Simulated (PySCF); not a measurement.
**Simulated absorption spectrum**

Species: Si(vinyl)3(NHtBu), C10H19NSi.
Cartesian coordinates in Å at the PBE0-D3(BJ)/def2-SVP level; atoms count from 1:
```
atom  x, y, z in Å
Si1    0.2635    0.5510    0.7001
C2     0.3294    0.2534    2.5509
C3     0.7949    1.1450    3.4338
H4    -0.0361   -0.7055    2.9451
H5     1.1701    2.1259    3.1188
H6     0.8218    0.9440    4.5109
C7     1.9997    0.8167    0.0212
C8     3.1318    0.6680    0.7195
H9     2.0981    1.1132   -1.0338
H10    3.1190    0.3824    1.7776
H11    4.1207    0.8268    0.2729
C12   -0.6872    2.1257    0.3194
C13   -1.4679    2.7665    1.1970
H14   -0.5829    2.5702   -0.6803
H15   -1.6124    2.3929    2.2170
H16   -1.9961    3.6925    0.9410
N17   -0.5208   -0.8717    0.0734
C18   -0.7258   -1.3040   -1.3045
C19    0.4642   -2.1429   -1.7891
C20   -2.0050   -2.1434   -1.3593
C21   -0.8897   -0.0823   -2.2061
H22   -0.4864   -1.6633    0.7093
H23    0.3191   -2.4974   -2.8221
H24    1.3927   -1.5531   -1.7490
H25    0.6012   -3.0258   -1.1444
H26   -1.9209   -3.0200   -0.6961
H27   -2.2012   -2.5132   -2.3777
H28   -2.8664   -1.5470   -1.0243
H29    0.0207    0.5385   -2.2121
H30   -1.7320    0.5410   -1.8717
H31   -1.0773   -0.3950   -3.2437
```

Method used: TDDFT B3LYP/def2-SVPD, vertical, gas phase, core orbitals frozen in the response (PySCF).

Broadening: Gaussians 0.5 eV wide at half height, area fixed by f = 4.319×10⁻⁹ ∫ε dν̃. The width is an assumption, not a result. The curve ends short of the highest state used, and states not computed would add to its high-energy end.

```
E (eV)  ε (L mol⁻¹ cm⁻¹)
  3.81                 1
  3.89                 5
  3.97                15
  4.05                40
  4.13                95
  4.21               197
  4.29               357
  4.37               573
  4.46               845
  4.54              1058
  4.62              1187
  4.70              1198
  4.78              1089
  4.86               890
  4.94               659
  5.02               460
  5.10               364
  5.18               454
  5.26               836
  5.34              1635
  5.42              2918
  5.50              4600
  5.58              6376
  5.66              7810
```

(1) Locate the maxima and give the states behind the curve.

(2) On this curve, what absorbance would a 10⁻³ mol/L sample give at 266 nm over a 1 cm path?

(3) Coming from long wavelengths, where does ε first pass 100 L mol⁻¹ cm⁻¹?

Results:

(1) 266 nm (4.67 eV), ε about 1200, made up of S1 (51%) and S2 (49%) (ε in L mol⁻¹ cm⁻¹; maxima over ε = 5, shares over 10%). At its high-energy end, 5.66 eV, the curve is still rising (ε about 7800, from S3, S4, S5 and S6). The states used: S1 4.56 eV (f 0.013); S2 4.78 eV (f 0.013); S3 5.65 eV (f 0.022); S4 5.70 eV (f 0.038); S5 5.74 eV (f 0.052); S6 5.79 eV (f 0.038); S7 6.13 eV (f 0.0067); S8 6.18 eV (f 0.068); S9 6.24 eV (f 0.041); S10 6.26 eV (f 0.0035).

(2) 266 nm is 4.661 eV, where ε is about 1200 L mol⁻¹ cm⁻¹, so A = ε c l ≈ 1.2 (Beer–Lambert, with the gas-phase spectrum and the assumed width).

(3) At about 300 nm (4.14 eV), 0.43 eV below S1.

One conformer stands for the species.
